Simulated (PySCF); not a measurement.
One of the candidates below gave these computed data.

All candidates are C6H7O2 (charge -1).

- 13C NMR: chemical shifts (computed TMS as zero) by class: 191.0 (2 C), 101.9 (1 C), 43.6 (2 C), 29.0 (1 C) ppm [GIAO PBE0/pcSseg-1]
- NMR, other nuclei: isotropic shieldings of nuclei other than C and H, by class: -131 (2 O) ppm [GIAO PBE0/pcSseg-1]
- Rotational structure: rotational constants A, B, C: 3.441, 1.860, 1.261 GHz [GFN2-xTB]
- 1H NMR: chemical shifts (computed TMS as zero) by class: 4.77 (1 H), 1.70 (4 H), 1.61 (2 H) ppm [GIAO PBE0/pcSseg-1]

Gas-phase values; electronic properties from PySCF, density fitting. Levels stand in brackets. One conformer (not necessarily the lowest) at the GFN2-xTB geometry, without solvent, vibrations or thermal averaging. No diffuse functions stand in pcSseg-1, which bears on an anion's orbital energies. Each NMR value is the plain mean over a class of atoms that symmetry, rotation or inversion makes alike.

Task: Which candidate is it?
A. `O=C1C=C([O-])CCC1`
B. `CC=C=C(C)C(=O)[O-]`
C. `C=CC(=C)CC(=O)[O-]`

Result: A. It is `O=C1C=C([O-])CCC1`. Numbering: `[O:1]=[C:2]1[CH:3]=[C:4]([O-:5])[CH2:6][CH2:7][CH2:8]1`. 6 carbons fall into 4 classes; from least to most shielded: carbon bonded to 2 C and O [C2/C4] (191.0 ppm, 2 C), carbon bonded to 2 C and H [C3] (101.9 ppm), carbon bonded to 2 C and 2 H [C6/C8] (43.6 ppm, 2 C), ring CH2 carbon [C7] (29.0 ppm). Hydrogen classes from least to most shielded: 1 H on a carbon bonded to 2 C and H, C3 (4.77 ppm), 4 H on 2 like atoms (carbon bonded to 2 C and 2 H), C6/C8 (1.70 ppm), 2 H on a ring CH2 carbon, C7 (1.61 ppm). The other shieldings belong to: -131 ppm, oxygen bonded to C [O1/O5]. The optimised geometry has point group Cs and is an asymmetric top.

The others, at the same levels:
- `C=CC(=C)CC(=O)[O-]` fails: it has 6 carbon classes against 4; its computed 13C shifts are 166.8 (1 C), 158.4 (1 C), 148.0 (1 C), 126.0 (1 C), 109.9 (1 C), 57.9 (1 C) ppm, 1H shifts are 7.53 (1 H), 6.38 (1 H), 5.23 (1 H), 4.77 (1 H), 4.34 (1 H), 2.81 (2 H) ppm and rotational constant A is 2.851 GHz (against 3.441 GHz).
- `CC=C=C(C)C(=O)[O-]` fails: it has 6 carbon classes against 4; its computed 13C shifts are 207.7 (1 C), 166.0 (1 C), 110.7 (1 C), 77.0 (1 C), 21.5 (1 C), 21.2 (1 C) ppm, 1H shifts are 4.42 (1 H), 1.90 (3 H), 1.65 (3 H) ppm and rotational constant A is 3.291 GHz (against 3.441 GHz).

Each candidate is one conformer, not necessarily the lowest. The conformers computed, where there is a choice (atom-mapped SMILES and torsion angles):
- `[CH2:1]=[CH:2][C:3](=[CH2:4])[CH2:5][C:6](=[O:7])[O-:8]`: C1–C2–C3–C4 164°, C2–C3–C5–C6 80°, C3–C5–C6–O7 -103°
- `[CH3:1][CH:2]=[C:3]=[C:4]([CH3:5])[C:6](=[O:7])[O-:8]`: C3–C4–C6–O7 -81°

The conformers of `O=C1C=C([O-])CCC1` aren't listed.
